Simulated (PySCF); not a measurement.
Species: `CC/C=C(/C(=O)F)C(F)(F)F`. The columns A, B, C and D hold Mulliken, IAO, Hirshfeld and ESP-fitted charges (e) of one PBE0/pcSseg-1 density (PySCF), in a shuffled order. Coordinates in Å (GFN2-xTB); the density's dipole moment is (4.14, 0.45, -0.46) D.

```json
{"atom": "C1", "x": "2.629", "y": "-0.434", "z": "0.084", "A": "-0.420", "B": "-0.266", "C": "-0.490", "D": "-0.110"}
{"atom": "C2", "x": "1.337", "y": "0.307", "z": "-0.237", "A": "-0.269", "B": "-0.218", "C": "+0.123", "D": "-0.065"}
{"atom": "C3", "x": "0.136", "y": "-0.498", "z": "0.080", "A": "-0.029", "B": "-0.004", "C": "+0.032", "D": "+0.027"}
{"atom": "C4", "x": "-1.158", "y": "-0.134", "z": "0.059", "A": "-0.158", "B": "-0.591", "C": "-0.466", "D": "-0.062"}
{"atom": "C5", "x": "-2.160", "y": "-1.130", "z": "0.472", "A": "+0.607", "B": "+0.716", "C": "+0.757", "D": "+0.223"}
{"atom": "O6", "x": "-1.979", "y": "-2.274", "z": "0.720", "A": "-0.394", "B": "-0.348", "C": "-0.469", "D": "-0.222"}
{"atom": "F7", "x": "-3.401", "y": "-0.606", "z": "0.580", "A": "-0.274", "B": "-0.261", "C": "-0.236", "D": "-0.084"}
{"atom": "C8", "x": "-1.672", "y": "1.234", "z": "-0.316", "A": "+0.802", "B": "+0.943", "C": "+0.740", "D": "+0.254"}
{"atom": "F9", "x": "-2.110", "y": "1.917", "z": "0.753", "A": "-0.276", "B": "-0.265", "C": "-0.214", "D": "-0.100"}
{"atom": "F10", "x": "-0.737", "y": "2.005", "z": "-0.892", "A": "-0.281", "B": "-0.273", "C": "-0.245", "D": "-0.071"}
{"atom": "F11", "x": "-2.684", "y": "1.174", "z": "-1.189", "A": "-0.271", "B": "-0.260", "C": "-0.205", "D": "-0.094"}
{"atom": "H12", "x": "2.703", "y": "-1.348", "z": "-0.499", "A": "+0.144", "B": "+0.123", "C": "+0.133", "D": "+0.046"}
{"atom": "H13", "x": "2.671", "y": "-0.691", "z": "1.139", "A": "+0.145", "B": "+0.123", "C": "+0.135", "D": "+0.045"}
{"atom": "H14", "x": "3.487", "y": "0.191", "z": "-0.149", "A": "+0.153", "B": "+0.127", "C": "+0.133", "D": "+0.051"}
{"atom": "H15", "x": "1.301", "y": "1.255", "z": "0.307", "A": "+0.168", "B": "+0.158", "C": "+0.068", "D": "+0.049"}
{"atom": "H16", "x": "1.315", "y": "0.570", "z": "-1.300", "A": "+0.172", "B": "+0.164", "C": "+0.069", "D": "+0.053"}
{"atom": "H17", "x": "0.314", "y": "-1.527", "z": "0.378", "A": "+0.180", "B": "+0.133", "C": "+0.136", "D": "+0.061"}
```

Question: Which column most likely holds the ESP-fitted charges?

Answer: C. Σ q r misses the density's dipole by 0.04 D (C), 1.21 D (D), 1.62 D (A), 1.68 D (B). Charges fitted to the outside potential are the only set here that is tied to the molecule's multipoles.

Question: And the Hirshfeld charges?

Answer: D. The mean sizes are 0.095 e (D), 0.274 e (C), 0.279 e (A), 0.293 e (B), and Hirshfeld charges are commonly the smallest of these schemes.

As computed, A = IAO, B = Mulliken, C = ESP-fitted, D = Hirshfeld. Hydrogens on carbon: IAO +0.14 to +0.18, Mulliken +0.12 to +0.16, ESP-fitted +0.07 to +0.14, Hirshfeld +0.05 to +0.06 e.

The IAO scheme counts the electrons in orthogonalised intrinsic atomic orbitals, a minimal basis polarised so that it spans the occupied orbitals exactly. The Mulliken scheme counts on each atom the diagonal of the density matrix times the overlap matrix over that atom's basis functions.

The structure is a single GFN2-xTB conformer in the gas phase; no vibrational or solvent corrections.

The run behind these numbers computed NMR shieldings as well. The run took 84 s of wall time (grids of density and orbitals included) on one thread, Arm Neoverse N1 (aarch64), shared host, and the process peaked at 1.0 GiB of memory.

Shape of the structure used: `[CH3:1][CH2:2]/[CH:3]=[C:4](/[C:5](=[O:6])[F:7])[C:8]([F:9])([F:10])[F:11]`: C1–C2–C3–C4 173°, C3–C4–C5–O6 -7°, C3–C4–C8–F9 -107°.
